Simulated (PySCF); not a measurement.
**Bond length, frequency and bond energy of BeAl⁺ by level of theory**

State: ¹Σ⁺ (singlet), closed shell. Set-up: PySCF, no relativity, basis sets Be def2-TZVP, Al def2-TZVP. De refers to Be + Al⁺ in their ground configurations, without counterpoise correction. A positive dipole points towards Al; it is taken about the centre of mass and depends on that origin.

```
      Level  Re (Å)  ωe (cm⁻¹)  De (eV)  μ (D)  CPU s a point (SCF and correlation, without the integrals)
    RHF-MP2   2.871        241     0.58    n/a                                                       0.099
RHF-SCS-MP2   2.894        231     0.53    n/a                                                         n/a
   RHF-CCSD   2.869        232    0.483    n/a                                                         n/a
RHF-CCSD(T)   2.841        243     0.53    n/a                                                        0.73
        PBE   2.782        270     0.89  -2.15                                                        0.48
     r²SCAN   2.786        274     0.87  -2.32                                                        0.73
       PBE0   2.797        269     0.81  -2.21                                                        0.95
    r²SCAN0   2.805        268     0.80  -2.29                                                        0.75
      B97-3   2.823        256     0.73  -2.07                                                        0.36
       MN15   2.903        217     0.65  -1.67                                                        0.79
    LC-ωPBE   2.829        262     0.67  -2.25                                                        0.53
```

Problem. Which functional lies closest to RHF-CCSD(T) in De, which farthest, and by how much do they differ from it?

Solution. Closest is MN15 (+6.2 pm in Re, -10.7 % in ωe, +0.12 eV in De against RHF-CCSD(T) in the same basis), farthest PBE (-5.9 pm in Re, +11.1 % in ωe, +0.36 eV in De). CCSD(T) converges more slowly with the basis than the functionals do and binds too weakly in this one, so the order can change at the basis-set limit.

Problem. What does the step from GGA to meta-GGA do here, going from PBE to r²SCAN?

Solution. r²SCAN less PBE: +0.4 pm in Re, +1.5 % in ωe, -0.02 eV in De. 

Problem. What does the triples do here, going from RHF-CCSD to RHF-CCSD(T)?

Solution. RHF-CCSD(T) less RHF-CCSD: -2.8 pm in Re, +4.7 % in ωe, +0.05 eV in De. Correlation nearly always deepens the well. The bond shortens, as in weak, metallic or heavy-atom bonds, where dispersion and the correlation of outer-core electrons pull the atoms together.

Correlated steps freeze 5 core orbitals. Closed-shell solutions of metal pairs were not tested for spin polarisation, which can lower them a little. For an ion De counts to the pair picked by the measured ionisation energies or electron affinities, which need not be the lowest pair at this level.

The whole job (state search and all levels along the bond) took about 1.7 min on 1 thread of Arm Neoverse V2 (shared host), peak memory 0.78 GiB.
